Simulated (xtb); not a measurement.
HF5OW, triplet, from a rough starting geometry (GFN-xTB shapes and energies of metal compounds can be far from the true ones) (the multiplicity is a formal guess); xtb with GFN2-xTB.

The xtb input:
```
$ xtb mol.xyz --gfn 2 --uhf 2 --opt vtight --json

# file mol.xyz
8

W     -0.14504226     0.28520231    -0.06754772
F     -0.91946058     1.85199342    -0.41920685
F      1.24682124     1.24293419     0.72801565
F      0.67699864     0.39551671    -1.69931475
F     -1.02638176     0.33017798     1.60174837
F     -1.61539341    -0.58799267    -0.87377236
O      0.65176345    -1.30399812     0.30782300
H      1.00498548    -2.23503995     0.50283361
```

Question: Predict the main parts of the log of this xtb run.

Answer: 
```
   ID    Z sym.   atoms
    1   74 W      1
    2    9 F      2-6
    3    8 O      7
    4    1 H      8

           -------------------------------------------------
          |                Calculation Setup                |
           -------------------------------------------------

           -------------------------------------------------
          |                 G F N 2 - x T B                 |
           -------------------------------------------------

          ...................................................
          :                      SETUP                      :
          :.................................................:
          :  # basis functions                  35          :
          :  # atomic orbitals                  34          :
          :  # shells                           16          :
          :  # electrons                        48          :
          :  max. iterations                   250          :
          :  Hamiltonian                  GFN2-xTB          :
          :  restarted?                      false          :
          :  GBSA solvation                  false          :
          :  PC potential                    false          :
          :  electronic temp.          300.0000000     K    :
          :  accuracy                    1.0000000          :
          :  -> integral cutoff          0.2500000E+02      :
          :  -> integral neglect         0.1000000E-07      :
          :  -> SCF convergence          0.1000000E-05 Eh   :
          :  -> wf. convergence          0.1000000E-03 e    :
          :  Broyden damping             0.4000000          :
          :  net charge                          0          :
          :  unpaired electrons                  2          :
          ...................................................

 iter      E             dE          RMSdq      gap      omega  full diag
   1    -25.2398121 -0.252398E+02  0.171E+01    0.76       0.0  T
   2    -24.5576007  0.682211E+00  0.254E+01    2.83       1.0  T
   3    -29.7695756 -0.521197E+01  0.113E+01    0.22       1.0  T
   4    -30.3161700 -0.546594E+00  0.102E+01    0.29       1.0  T
   5    -30.5375597 -0.221390E+00  0.773E+00    0.37       1.0  T
   6    -30.5077547  0.298049E-01  0.789E+00    0.47       1.0  T
   7    -30.7947122 -0.286957E+00  0.497E+00    0.58       1.0  T
   8    -30.8269683 -0.322561E-01  0.403E+00    0.70       1.0  T
   9    -30.8276721 -0.703705E-03  0.305E+00    0.64       1.0  T
  10    -30.8616011 -0.339290E-01  0.283E+00    0.58       1.0  T
  11    -30.8409053  0.206958E-01  0.354E+00    0.52       1.0  T
  12    -30.8617783 -0.208730E-01  0.248E+00    0.49       1.0  T
  13    -30.8700621 -0.828388E-02  0.268E+00    0.48       1.0  T
  14    -30.8839599 -0.138978E-01  0.242E+00    0.46       1.0  T
  15    -30.8697301  0.142299E-01  0.225E+00    0.45       1.0  T
  16    -30.9052297 -0.354996E-01  0.125E+00    0.46       1.0  T
  17    -30.9028352  0.239443E-02  0.131E+00    0.47       1.0  T
  18    -30.9061925 -0.335726E-02  0.109E+00    0.45       1.0  T
  19    -30.9159147 -0.972221E-02  0.650E-01    0.48       1.0  T
  20    -30.9165546 -0.639910E-03  0.526E-01    0.48       1.0  T
  21    -30.9168821 -0.327510E-03  0.483E-01    0.48       1.0  T
  22    -30.9183279 -0.144580E-02  0.334E-01    0.48       1.0  T
  23    -30.9189384 -0.610466E-03  0.228E-01    0.49       1.0  T
  24    -30.9191216 -0.183194E-03  0.142E-01    0.48       1.0  T
  25    -30.9191921 -0.705000E-04  0.102E-01    0.48       1.0  T
  26    -30.9191975 -0.539374E-05  0.824E-02    0.48       1.0  T
  27    -30.9192118 -0.143517E-04  0.595E-02    0.48       1.0  T
  28    -30.9192436 -0.317159E-04  0.208E-02    0.48       1.7  T
  29    -30.9192456 -0.200975E-05  0.152E-02    0.48       2.3  T
  30    -30.9192469 -0.138425E-05  0.975E-03    0.48       3.6  T
  31    -30.9192479 -0.933025E-06  0.152E-03    0.48      23.2  T
  32    -30.9192479 -0.100478E-07  0.122E-03    0.48      28.9  T
  33    -30.9192479 -0.131943E-07  0.446E-04    0.48      79.4  T
  34    -30.9192479 -0.104871E-08  0.260E-04    0.48     135.8  T

   *** convergence criteria satisfied after 34 iterations ***

 transition dipole moment (au) for excitation:          24          25
     X       Y       Z
   0.0146   0.0126   0.0125  total (au/Debye):    0.023   0.058
 dE (eV)             :    6.234
 oscillator strength :  0.11395E-03

         :::::::::::::::::::::::::::::::::::::::::::::::::::::
         ::                     SUMMARY                     ::
         :::::::::::::::::::::::::::::::::::::::::::::::::::::
         :: total energy             -30.881350660201 Eh    ::
         :: gradient norm              0.091196914879 Eh/a0 ::
         :: HOMO-LUMO gap              0.481525252327 eV    ::
         ::.................................................::
         :: SCC energy               -30.919244988593 Eh    ::
         :: -> isotropic ES           -0.056813623390 Eh    ::
         :: -> anisotropic ES         -0.002064726705 Eh    ::
         :: -> anisotropic XC         -0.003011747701 Eh    ::
         :: -> dispersion             -0.004903721198 Eh    ::
         :: repulsion energy           0.037894328392 Eh    ::
         :: add. restraining           0.000000000000 Eh    ::
         :: total charge              -0.000000000291 e     ::
         :::::::::::::::::::::::::::::::::::::::::::::::::::::

      -----------------------------------------------------------
     |                   =====================                   |
     |                        A N C O P T                        |
     |                   =====================                   |
     |               Approximate Normal Coordinate               |
     |                Rational Function Optimizer                |
      -----------------------------------------------------------
      -----------------------------------------------------------
[...]
 * total energy  :   -30.9028926 Eh     change       -0.4014756E-04 Eh
 * total energy  :   -30.9028814 Eh     change        0.1121199E-04 Eh
 * total energy  :   -30.9029074 Eh     change       -0.2600969E-04 Eh
 * total energy  :   -30.9029101 Eh     change       -0.2695615E-05 Eh
 * total energy  :   -30.9029137 Eh     change       -0.3629386E-05 Eh
 * total energy  :   -30.9029153 Eh     change       -0.1582473E-05 Eh
 * total energy  :   -30.9029158 Eh     change       -0.4288778E-06 Eh
 * total energy  :   -30.9029170 Eh     change       -0.1241987E-05 Eh
 * total energy  :   -30.9029173 Eh     change       -0.3280405E-06 Eh
 * total energy  :   -30.9029178 Eh     change       -0.4382558E-06 Eh
 * total energy  :   -30.9029180 Eh     change       -0.2601303E-06 Eh
 * total energy  :   -30.9029181 Eh     change       -0.1176110E-06 Eh
 * total energy  :   -30.9029182 Eh     change       -0.4614789E-07 Eh
   *** GEOMETRY OPTIMIZATION CONVERGED AFTER 29 ITERATIONS ***
[...]

   *** convergence criteria satisfied after 5 iterations ***

 transition dipole moment (au) for excitation:          24          25
     X       Y       Z
   0.1629   0.0653  -0.0606  total (au/Debye):    0.186   0.472
 dE (eV)             :    5.141
 oscillator strength :  0.61385E-02

         :::::::::::::::::::::::::::::::::::::::::::::::::::::
         ::                     SUMMARY                     ::
         :::::::::::::::::::::::::::::::::::::::::::::::::::::
         :: total energy             -30.902918191987 Eh    ::
         :: gradient norm              0.000031490731 Eh/a0 ::
         :: HOMO-LUMO gap              1.001167916781 eV    ::
         ::.................................................::
         :: SCC energy               -30.936526692413 Eh    ::
         :: -> isotropic ES           -0.059388054681 Eh    ::
         :: -> anisotropic ES         -0.001410730875 Eh    ::
         :: -> anisotropic XC         -0.004653913783 Eh    ::
         :: -> dispersion             -0.004788176376 Eh    ::
         :: repulsion energy           0.033608500425 Eh    ::
         :: add. restraining           0.000000000000 Eh    ::
         :: total charge              -0.000000000042 e     ::
         :::::::::::::::::::::::::::::::::::::::::::::::::::::

           -------------------------------------------------
          |                Property Printout                |
           -------------------------------------------------

    * Orbital Energies and Occupations

         #    Occupation            Energy/Eh            Energy/eV
      -------------------------------------------------------------
         1        2.0000           -0.9522088             -25.9109
       ...           ...                  ...                  ...
        13        2.0000           -0.5511251             -14.9969
        14        2.0000           -0.5438489             -14.7989
        15        1.9999           -0.5413274             -14.7303
        16        1.9998           -0.5403637             -14.7040
        17        1.9992           -0.5387776             -14.6609
        18        1.9906           -0.5364472             -14.5975
        19        1.9896           -0.5363511             -14.5949
        20        1.9711           -0.5353577             -14.5678
        21        1.9084           -0.5341988             -14.5363
        22        1.8245           -0.5334892             -14.5170
        23        1.7507           -0.5330668             -14.5055
        24        1.5661           -0.5322722             -14.4839
        25        1.0000           -0.3433501              -9.3430 (HOMO)
        26                         -0.3065578              -8.3419 (LUMO)
        27                         -0.3022526              -8.2247
        28                         -0.1071376              -2.9154
        29                         -0.0151502              -0.4123
        30                          0.0521439               1.4189
        31                          0.3070731               8.3559
        32                          0.4566305              12.4255
        33                          0.5038745              13.7111
        34                          0.6171706              16.7941
      -------------------------------------------------------------
                  HL-Gap            0.0367922 Eh            1.0012 eV
             Fermi-level           -0.4284892 Eh          -11.6598 eV

     #   Z          covCN         q      C6AA      α(0)
     1  74 W        4.564     1.380   357.637    41.710
     2   9 F        0.760    -0.303    12.355     4.152
     3   9 F        0.744    -0.258    11.854     4.066
     4   9 F        0.744    -0.258    11.854     4.066
     5   9 F        0.744    -0.258    11.855     4.066
     6   9 F        0.744    -0.258    11.854     4.066
     7   8 O        1.633    -0.433    21.517     6.261
     8   1 H        0.805     0.388     0.508     1.120

 Mol. C6AA /au·bohr⁶  :       1641.863810
 Mol. C8AA /au·bohr⁸  :     107712.159711
 Mol. α(0) /au        :         69.507510

Wiberg/Mayer (AO) data.
largest (>0.10) Wiberg bond orders for each atom

 ---------------------------------------------------------------------------
     #   Z sym  total        # sym  WBO       # sym  WBO       # sym  WBO
 ---------------------------------------------------------------------------
     1  74 W    5.115 --     7 O    1.261     2 F    0.986     5 F    0.708
                             6 F    0.708     3 F    0.708     4 F    0.708
     2   9 F    1.165 --     1 W    0.986
     3   9 F    0.919 --     1 W    0.708
     4   9 F    0.920 --     1 W    0.708
     5   9 F    0.920 --     1 W    0.708
     6   9 F    0.920 --     1 W    0.708
     7   8 O    2.261 --     1 W    1.261     8 H    0.803
     8   1 H    0.850 --     7 O    0.803
 ---------------------------------------------------------------------------

Topologies differ in total number of bonds
Writing topology from bond orders to xtbtopo.mol

molecular dipole:
                 x           y           z       tot (Debye)
 q only:        0.717      -1.472       0.341
   full:        0.683      -1.403       0.325       4.051
molecular quadrupole (traceless):
                xx          xy          yy          xz          yz          zz
 q only:       -0.257      -3.718       5.071      -0.014      -2.927      -4.813
  q+dip:       -0.583      -5.385       7.176       0.143      -3.994      -6.593
   full:       -0.516      -5.404       7.233       0.094      -4.066      -6.717

optimized geometry written to: xtbopt.xyz

           -------------------------------------------------
          | TOTAL ENERGY              -30.902918191987 Eh   |
          | GRADIENT NORM               0.000031490731 Eh/α |
          | HOMO-LUMO GAP               1.001167916781 eV   |
           -------------------------------------------------

normal termination of xtb
```
